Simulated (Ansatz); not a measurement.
Relaxation of GeH$_{4}$OS$_{2}$ (8 atoms, charge 0, multiplicity 1), to a largest force component of 0.015 eV/Å in at most 40 steps.

The calculation used RKS r2SCAN/def2-SVP (Ansatz 0.2.0).

```xyz
8
Properties=species:S:1:pos:R:3
O -1.284 0.738 -0.107
Ge 0.436 0.729 0.123
S 0.958 -1.140 1.167
S 0.371 -2.339 -0.431
H -1.487 1.611 -0.644
H 0.878 1.967 0.973
H 1.179 0.782 -1.248
H -0.960 -2.406 0.111
```

Question: Where does it end, and by what steps?

Answer: The forces met the threshold. After 20 steps the energy has fallen by 0.448 eV; H5 moved furthest, 1.14 Å.

```json
{"step": "0", "energy less start (eV)": "0.0000", "largest force component (eV/Å)": "2.602", "accepted": "yes"}
{"step": "1", "energy less start (eV)": "-0.2832", "largest force component (eV/Å)": "1.200", "accepted": "yes"}
{"step": "2", "energy less start (eV)": "-0.3516", "largest force component (eV/Å)": "0.499", "accepted": "yes"}
{"step": "3", "energy less start (eV)": "-0.3627", "largest force component (eV/Å)": "0.286", "accepted": "yes"}
{"step": "4", "energy less start (eV)": "-0.3878", "largest force component (eV/Å)": "0.259", "accepted": "yes"}
{"step": "5", "energy less start (eV)": "-0.4014", "largest force component (eV/Å)": "0.134", "accepted": "yes"}
{"step": "6", "energy less start (eV)": "-0.4054", "largest force component (eV/Å)": "0.621", "accepted": "yes"}
{"step": "7", "energy less start (eV)": "-0.3790", "largest force component (eV/Å)": "1.852", "accepted": "no"}
{"step": "8", "energy less start (eV)": "-0.4190", "largest force component (eV/Å)": "0.096", "accepted": "yes"}
{"step": "9", "energy less start (eV)": "-0.4266", "largest force component (eV/Å)": "0.303", "accepted": "yes"}
{"step": "10", "energy less start (eV)": "-0.4380", "largest force component (eV/Å)": "0.190", "accepted": "yes"}
{"step": "11", "energy less start (eV)": "-0.4438", "largest force component (eV/Å)": "0.144", "accepted": "yes"}
{"step": "12", "energy less start (eV)": "-0.4430", "largest force component (eV/Å)": "0.384", "accepted": "no"}
{"step": "13", "energy less start (eV)": "-0.4466", "largest force component (eV/Å)": "0.040", "accepted": "yes"}
{"step": "14", "energy less start (eV)": "-0.4433", "largest force component (eV/Å)": "0.383", "accepted": "no"}
{"step": "15", "energy less start (eV)": "-0.4466", "largest force component (eV/Å)": "0.116", "accepted": "no"}
{"step": "16", "energy less start (eV)": "-0.4474", "largest force component (eV/Å)": "0.019", "accepted": "yes"}
{"step": "17", "energy less start (eV)": "-0.4475", "largest force component (eV/Å)": "0.136", "accepted": "yes"}
{"step": "18", "energy less start (eV)": "-0.4483", "largest force component (eV/Å)": "0.048", "accepted": "yes"}
{"step": "19", "energy less start (eV)": "-0.4483", "largest force component (eV/Å)": "0.022", "accepted": "yes"}
{"step": "20", "energy less start (eV)": "-0.4484", "largest force component (eV/Å)": "0.009", "accepted": "yes"}
```

```xyz
8
Properties=species:S:1:pos:R:3
O -1.176 1.067 -0.068
Ge 0.583 0.926 0.148
S 1.068 -1.115 0.967
S 0.010 -2.201 -0.493
H -1.473 0.476 -0.775
H 0.963 1.964 1.206
H 1.293 1.091 -1.206
H -1.175 -2.265 0.166
```

Time of the run: 54 s on 2 threads of Intel(R) Xeon(R) Platinum 8375C CPU @ 2.90GHz (Ice Lake), on a shared host, peak memory 0.19 GiB.
